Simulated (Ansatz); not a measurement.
CuN4²⁺, that is [Cu(N2)2]+ with one electron fewer. The state is a doublet with charge 2. Geometry PBE-D4/def2-SVP, that of the charge +1 singlet; atoms count from 1.

Cartesian coordinates in Å:
```
Cu -0.0020 -0.0026 0.0004
N -1.2186 0.7372 -1.2155
N -1.9426 1.1767 -1.9382
N 1.2185 -0.7369 1.2158
N 1.9447 -1.1744 1.9375
```

(1) Estimate the Mulliken populations from the PBE0/def2-TZVP orbitals of Ansatz.

(2) Where does the spin sit?

(3) And the Mayer bond orders between heavy atoms (over 0.3)?

## Answers

(1) 
```json
{"atom": "Cu1", "charge (e)": "0.74", "spin (α − β)": "0.93", "d electrons": "9.24"}
{"atom": "N2", "charge (e)": "0.29", "spin (α − β)": "0.02", "d electrons": "–"}
{"atom": "N3", "charge (e)": "0.34", "spin (α − β)": "0.01", "d electrons": "–"}
{"atom": "N4", "charge (e)": "0.29", "spin (α − β)": "0.02", "d electrons": "–"}
{"atom": "N5", "charge (e)": "0.34", "spin (α − β)": "0.01", "d electrons": "–"}
```
Mulliken values depend strongly on the basis.

(2) Summed by element: Cu 0.93, N 0.07, of 1 unpaired in all. Largest on single atoms: Cu1 0.93, N2 0.02, N4 0.02.

(3) Cu1–N2 0.80 (1.87 Å); Cu1–N4 0.80 (1.87 Å); N2–N3 2.46 (1.11 Å); N4–N5 2.46 (1.11 Å).
